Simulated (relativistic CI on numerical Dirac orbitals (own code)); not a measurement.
## Fe²⁺: 2p photoemission

Computed with this model: Dirac-Coulomb-Breit CI, orbitals from a KLI potential per configuration, QED by a radiative potential, valence Slater integrals scaled by 0.8, multiplet model of photoemission in the sudden approximation; configurations [Ar] 3d6 → [He] 2s2 2p5 3s2 3p6 3d6; 300 K; Lorentzian 0.5 eV and Gaussian 0.6 eV FWHM. Energies are those of the free ion, without screening or charge transfer. The energies are binding energies and can lie tens of eV above those of solids. S is read from ⟨S²⟩ = S(S + 1).

Field parameters in Wybourne normalisation: D4h B²₀ = −7Ds, B⁴₀ = 21(Dq − Dt), B⁴₄ = 21√(5/14) Dq. The field is a parameter set, without covalency.

Computed curve for D4h, 10Dq = 13150, Ds = 1200, Dt = 140 cm⁻¹, scaled to 100 at the maximum (points under 2 are left out and the grid is thinned):

| Energy (eV) | Intensity |
| --- | --- |
| 737.1 | 2.1 |
| 737.7 | 3.2 |
| 738.2 | 5.0 |
| 738.8 | 11.3 |
| 739.3 | 37.0 |
| 739.9 | 100.0 |
| 740.5 | 73.3 |
| 741.0 | 92.8 |
| 741.6 | 64.8 |
| 742.2 | 47.2 |
| 742.7 | 45.1 |
| 743.3 | 33.0 |
| 743.8 | 20.1 |
| 744.4 | 15.2 |
| 745.0 | 14.6 |
| 745.5 | 16.2 |
| 746.1 | 15.3 |
| 746.6 | 14.1 |
| 747.2 | 8.5 |
| 747.8 | 4.3 |
| 748.3 | 3.5 |
| 748.9 | 3.1 |
| 749.5 | 2.5 |
| 750.0 | 2.0 |
| 751.1 | 2.2 |
| 751.6 | 2.7 |
| 752.2 | 4.3 |
| 752.8 | 9.9 |
| 753.3 | 31.8 |
| 753.9 | 53.5 |
| 754.4 | 48.1 |
| 755.0 | 53.7 |
| 755.6 | 32.6 |
| 756.1 | 21.1 |
| 756.7 | 12.9 |
| 757.3 | 10.3 |
| 757.8 | 8.4 |
| 758.4 | 5.4 |
| 758.9 | 3.6 |
| 759.5 | 2.0 |

The ground state has S = 2.00, and the centroid lies at 746.04 eV.
